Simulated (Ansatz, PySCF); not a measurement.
CH$_{8}$AlNO$_{2}$Si (SMILES C[N]([SiH3])[Al]([OH])[OH]), singlet, geometry from GFN2-xTB (such geometries of metal compounds can be far from the true shape), atoms displaced at random by about 0.03 Å a coordinate. Base run: PBE0/STO-3G, gradient (PySCF).

PySCF was given this input:
```python
from pyscf import gto, scf, dft

mol = gto.Mole()
mol.atom = '''
    Si   -1.713586   -0.457117    1.080147
    N    -0.767257    0.181224   -0.085661
    C    -1.373931    0.954273   -1.102193
    Al    1.053224   -0.006340   -0.270177
    O     1.911724   -0.919246    0.821404
    O     1.822228    0.718227   -1.473579
    H    -2.398391    0.656064    1.840130
    H    -0.934467   -1.257612    1.989977
    H    -2.783786   -1.325800    0.509351
    H    -0.647774    1.300795   -1.919701
    H    -2.153183    0.448048   -1.632060
    H    -1.858519    1.922460   -0.605940
    H     2.005600   -1.440851    1.675276
    H     2.530754    0.905743   -2.090394
'''
mol.basis = 'sto-3g'
mol.charge = 0
mol.spin = 0
mol.verbose = 4
mol.build()

mf = dft.RKS(mol)
mf.xc = 'pbe0'
mf.kernel()
g = mf.nuc_grad_method()
grad = g.kernel()
```

Programs used: Ansatz (an electronic-structure program), PySCF; a row that names a program was run with it.

The coordinate followed is y of atom 13.

The base run was repeated with changes; each row names its change, and settings that it needs were set with it.

```
change                                                  dE/dx (Eh/bohr)  net force (Eh/bohr)
------------------------------------------------------  ---------------  -------------------
base                                                          -0.014714             0.000134
grids.level = 5; grid_response = on                           -0.014714             0.000000
finite difference step (bohr) = 0.05; conv_tol = 1e-11        -0.014741                    -
finite difference step (bohr) = 0.2; conv_tol = 1e-11         -0.015137                    -
finite difference step (bohr) = 1e-4; conv_tol = 1e-11        -0.014715                    -
grids.level = 0; grid_response = on                           -0.013538             0.000000
code = ansatz                                                 -0.014714             0.000000
finite difference step (bohr) = 0.01; conv_tol = 1e-11        -0.014716                    -
grids.level = 1; grid_response = off                          -0.014706             0.000956
grids.level = 5; grid_response = off                          -0.014714             0.000020
finite difference step (bohr) = 1e-5; conv_tol = 1e-11        -0.014715                    -
finite difference step (bohr) = 1e-3; conv_tol = 1e-11        -0.014715                    -
```

The net force is zero for an exact gradient.
